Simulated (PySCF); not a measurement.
Stretching LiBe⁺

Set-up: Li aug-cc-pVDZ, Be aug-cc-pVDZ; no relativity (PySCF 2.14). Energies in eV from Li⁺ + Be in their ground configurations at the same level. State: ¹Σ⁺ (singlet), closed shell.

```tsv
R (Å)	RHF-CCSD(T)	RHF-SCS-MP2
2.242		-0.5039
2.346	-0.5299	-0.5722
2.451	-0.5655	-0.6093
2.529	-0.5777	-0.6221
2.607	-0.5802	-0.6249
2.685	-0.5749	-0.6197
2.789	-0.5586	-0.6033
2.920	-0.5277	-0.5720
3.076	-0.4814	-0.5248
3.285		-0.4555
```

Problem. Put a parabola through the three lowest points of the RHF-CCSD(T) curve and estimate Re, k and ωe (reduced mass 3.945 u; 1 eV/Å² = 0.16022 mdyn/Å; ωe = 1302.8·√(k/μ) cm⁻¹).

Solution. Through R = 2.529, 2.607, 2.685 Å the second-order coefficient is 0.641 eV/Å², so Re ≈ 2.593 Å, k ≈ 0.205 mdyn/Å and ωe ≈ 297 cm⁻¹. A polynomial fit of higher order to the unrounded RHF-CCSD(T) energies gives Re = 2.591 Å, k = 0.212 mdyn/Å, ωe = 302 cm⁻¹; anharmonicity and rounding make the difference.

The higher-order fit for each curve: RHF-CCSD(T): Re = 2.591 Å, ωe = 302 cm⁻¹, De = 0.58 eV; RHF-SCS-MP2: Re = 2.593 Å, ωe = 305 cm⁻¹, De = 0.63 eV.

Correlated steps freeze no core orbitals. Correlated levels converge slowly with the basis: in double zeta they bind strong bonds too weakly, by up to about 1 eV, and carry superposition errors of some tenths. For an ion De counts to the pair picked by the measured ionisation energies or electron affinities, which need not be the lowest pair at this level.
